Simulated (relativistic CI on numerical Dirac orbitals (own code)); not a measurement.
**Hyperfine structure of Xe34+, mass number 131**

Computed by Dirac-Coulomb-Breit CI, separate exchange-only KLI orbitals for each configuration, model QED, unscaled Slater integrals (own radial code, finite nucleus).

Configurations in the expansion (outside the closed core [Ne]): 3s2.3p6.3d2, 3s2.3p5.3d3, 3s.3p6.3d3, 3s2.3p6.3d.4s, 3s2.3p6.3d.4p, 3s2.3p6.3d.4d, 3s2.3p5.3d2.4s, 3s2.3p6.3d.4f, 3s2.3p5.3d2.4p, 3s2.3p5.3d2.4d, 3p6.3d4, 3p5.3d5, 3p5.3d4.4s, 3p6.3d3.4s, 3p5.3d3.4s2. Double excitations out of closed p, d and f shells are left out; levels of such configurations are missing from the list, as are those of other unlisted configurations, and high levels can miss mixing partners. These lack a partner that the ground configuration has and come out too high: 3s2.3p5.3d2.4p, 3s2.3p5.3d2.4d.

Nuclear spin I = 3/2, μ = 0.69185 μN, Q = -0.114 b (tables of Stone and Pyykkö). The electronic factors are computed for point nuclear moments, without core polarisation or the Bohr-Weisskopf and QED corrections.

```tsv
Level	E (cm⁻¹)	A (MHz)	B (MHz)
3s2.3p6.3d2 3F_2	0	15420	-479
3s2.3p6.3d2 3F_3	115684	8940	-1140
3s2.3p6.3d2 3F_4	178680	8719	-3510
3s2.3p6.3d2 3P_1	195896	-299.8	-1120
3s2.3p6.3d2 1G_4	288834	7258	-4570
3s2.3p6.3d2 3P_2	317551	6194	1890
```

Levels with J = 0, under 50 % of one LS term, or S terms without an open s electron are left out. Small factors come from cancelling terms and can be off by tens of per cent or more.

At this charge energies of transitions that change n are usually good to better than 1 %, and those within a shell (Δn = 0) to a few per cent. Terms inside the open d or f shell come out 10 to 20 % too wide with unscaled integrals.

(1) Give the hyperfine levels of 3s2.3p6.3d2 3F_2 relative to its centre of gravity.

Results:

(1) With K = F(F + 1) − I(I + 1) − J(J + 1), E = AK/2 + B[¾K(K + 1) − I(I + 1)J(J + 1)]/[2I(2I − 1)J(2J − 1)]: F = 1/2: -69830, F = 3/2: -46270, F = 5/2: -7413, F = 7/2: 46150 MHz.

LS names give the leading component of a level, which can be under half, so a name can repeat, a term be missing and a line seem to break the LS rules.
